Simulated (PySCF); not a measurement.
A structure optimised at r2SCAN-D4/def2-TZVP, used in a PySCF frequency run:

```xyz
4

Be    -0.0053    -0.4777     0.0000
I      0.0002     1.6930     0.0000
Se    -0.0418    -2.5088     0.0000
H      1.4289    -2.5164     0.0000
```

Q: Write its SMILES, formula and point group.

A: [SeH][Be][I], BeHISe, Cs

Q: What are its rotational constants (standard atomic weights)?

A: 234.72, 0.58171, 0.58027 GHz
